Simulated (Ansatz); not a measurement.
Species, as SMILES: P#N (N-P).
Atoms: N1, P2. Bonds: N1-P2.

How fast the highest harmonic wavenumber converges with the basis for several methods (Ansatz, a quantum-chemistry and plane-wave program): deviation from each method's own reference, in cm⁻¹. References: B3LYP 1407 cm⁻¹, the value in aug-cc-pV(Q+d)Z; CCSD(T) 1338 cm⁻¹, the value in def2-QZVPP; HF 1593 cm⁻¹, the value in aug-cc-pV(Q+d)Z; MP2 1201 cm⁻¹, the value in aug-cc-pV(Q+d)Z; PBE 1343 cm⁻¹, the value in aug-cc-pV(Q+d)Z. Cartesian d functions, on some or all atoms, in 6-311+G**; all else is spherical. In correlated methods cores are frozen. A restricted Hartree-Fock determinant is unstable towards unrestricted orbitals. No added dispersion term, no relativity. Each level at its own minimum, unscaled; the references are large sets that could be run, not limits.

```tsv
basis	functions	B3LYP	CCSD(T)	HF	MP2	PBE
def2-SVP	32	-4	-13	14	[?]	-5
cc-pV(D+d)Z	37	-21	-43	-6	[?]	-22
6-311+G**	53	-8	-11	4	[?]	-8
aug-cc-pV(D+d)Z	55	-23	-56	-21	[?]	-21
pcseg-2	64	-4	-4	0	[?]	-4
def2-TZVP	68	-4	-16	-2	[?]	-4
cc-pV(T+d)Z	69	0	-11	1	[?]	0
def2-TZVPP	73	-3	-14	-3	[?]	-3
def2-TZVPPD	85	-2	-15	-3	[?]	-2
aug-cc-pV(T+d)Z	101	-3	-16	-3	[?]	-2
cc-pCVTZ	102	-2	-9	2	[?]	-2
cc-pV(Q+d)Z	119	1	0	1	[?]	1
```

**Question.** Complete the blanks.

**Answer.** 
- def2-SVP, MP2: -27
- cc-pV(D+d)Z, MP2: -54
- 6-311+G**, MP2: -23
- aug-cc-pV(D+d)Z, MP2: -58
- pcseg-2, MP2: -1
- def2-TZVP, MP2: -12
- cc-pV(T+d)Z, MP2: -6
- def2-TZVPP, MP2: -10
- def2-TZVPPD, MP2: -11
- aug-cc-pV(T+d)Z, MP2: -13
- cc-pCVTZ, MP2: -6
- cc-pV(Q+d)Z, MP2: 3

Mean absolute deviation over 6-311+G**, pcseg-2, def2-TZVP, cc-pV(T+d)Z, def2-TZVPP, def2-TZVPPD, aug-cc-pV(T+d)Z, cc-pCVTZ: HF 2, PBE 3, B3LYP 3, MP2 10, CCSD(T) 12 cm⁻¹.
